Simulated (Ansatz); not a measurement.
`[SiH3][AlH][Cl]` + `N[SiH3]` → `[SiH3][NH][AlH][Cl]` + SiH₄ at 600 K and 1 bar (cleavage of the Al–Si bond).

Gas-phase electronic energies from Ansatz, PBE0-D4/def2-TZVP geometries. CCSD(T)/CBS adds triple-zeta CCSD(T) − MP2 to the extrapolated MP2 energy (def2 sets, frozen cores). This one scheme is used for every species. Each species was taken in one conformer, which may not be the lowest.

| species | CCSD(T)/CBS energy (Eh) | H − E (kJ/mol) | S (J/(mol·K)) |
| --- | --- | --- | --- |
| `[SiH3][AlH][Cl]` | -993.32756 | 135.6 | 410.5 |
| `N[SiH3]` | -346.80422 | 170.6 | 320.8 |
| `[SiH3][NH][AlH][Cl]` | -1048.70845 | 190.5 | 440.3 |
| SiH₄ | -291.46306 | 108.7 | 242.3 |

H − E and S are ideal-gas, rigid-rotor, harmonic terms from PBE0-D4/def2-TZVP, for one conformer and one mirror image of each species. 1 Eh = 2625.50 kJ/mol, R = 8.31446 J/(mol·K).

Question: By hand: ΔE, ΔH, ΔS and ΔG.

Answer: ΔE = (-1048.70845) + (-291.46306) − (-993.32756) − (-346.80422) = -0.03973 Eh = -104.3 kJ/mol. Δ(H − E) = 190.5 + 108.7 − 135.6 − 170.6 = -7.0, so ΔH = -111.3 kJ/mol. ΔS = 440.3 + 242.3 − 410.5 − 320.8 = -48.7 J/(mol·K). ΔG = -111.3 − 600 × (-48.7)/1000 = -82.1 kJ/mol.

Question: By hand: the equilibrium constant, and the temperature at which ΔG would vanish if ΔH and ΔS stayed fixed.

Answer: log₁₀ K = −ΔG/(RT ln 10) = 7.1. ΔG = 0 at ΔH/ΔS = 2285 K.

ΔH outweighs TΔS. A doubt of 5 kJ/mol in ΔE shifts log₁₀ K by 0.4 here. Other conformers and mirror images would add mixing entropy, several J/(mol·K) or more a flexible species. Modes under 60 cm⁻¹, often nearly free rotors, make the harmonic entropy too high. These are equilibria of isolated gas molecules and say nothing of rates. Largest T1 diagnostic: 0.011 (customary marks: 0.02 for closed shells, 0.045 for open ones).
